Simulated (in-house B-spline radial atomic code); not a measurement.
Values are calculated unless marked as measured or tabulated.
## Softness against transferability: the 3p channel of Sc

Sc, [Ar] 3d1 4s2, non-relativistic LDA (VWN5), spherical and spin-unpolarised, from an all-electron radial atomic-structure program (B-spline basis) (atomic units). The all-electron 3p level is ε = -1.233167 hartree, its outermost node lies just inside 0.40 bohr and its outer maximum at 0.97 bohr.

Troullier-Martins pseudo-orbitals are made for several radii. The cutoffs (hartree) are the plane-wave energies beyond which the orbital holds less than the named kinetic energy per electron. The phase error is the difference, pseudo minus all-electron, of arctan(R P'/P) at R = 1.66 bohr for all radii, half a hartree below and above the level.

| r_c (bohr) | V_l(0) (hartree) | cutoff for 10 mEh | for 1 mEh | for 0.1 mEh | phase error at ε − 0.5 (mrad) | at ε + 0.5 (mrad) |
| --- | --- | --- | --- | --- | --- | --- |
| 0.73 | -40.42 | 94.7 | 120 | 347 | -2.5 | -0.9 |
| 0.84 | -13.16 | 35.6 | 76.4 | 144 | -1.7 | -0.6 |
| 0.97 | -5.20 | 12.7 | 31.7 | 61.4 | -1.2 | -0.4 |
| 1.1 | -4.75 | 12.9 | 33 | 45.3 | -1.2 | -0.4 |
| 1.22 | -5.41 | 12.7 | 28.9 | 39.4 | -1.5 | -0.5 |
| 1.36 | -6.04 | 12.7 | 16.8 | 33.6 | -2.3 | -0.8 |

Problem. Which radius needs the lowest cutoff for 0.1 mEh while both phase errors stay within 1.8 mrad?

Solution. The radii within that limit are 0.84, 0.97, 1.1, 1.22 bohr; of these r_c = 1.22 needs the least, 39.4 hartree, that is 78.8 Ry or 1072 eV.

Problem. What does the larger radius buy, and what does it cost?

Solution. From r_c = 0.73 to 1.36 bohr the cutoff for 1 mEh goes from 120 to 16.8 hartree, a factor of 7.14, against 3.47 for a pure 1/r_c² scaling, end to end; step by step it is 120, 76.4, 31.7, 33, 28.9, 16.8, and for 0.1 mEh 347, 144, 61.4, 45.3, 39.4, 33.6; the number of plane waves goes as the cutoff to the power 3/2, here a factor of 19.1. The larger of the two phase errors is least at r_c = 0.97 bohr, 1.2 mrad; it is 2.5 at the smallest radius and 2.3 at the largest. These errors test the reference atom alone. Large radii also let the cores of neighbours overlap, which an atom doesn't show.
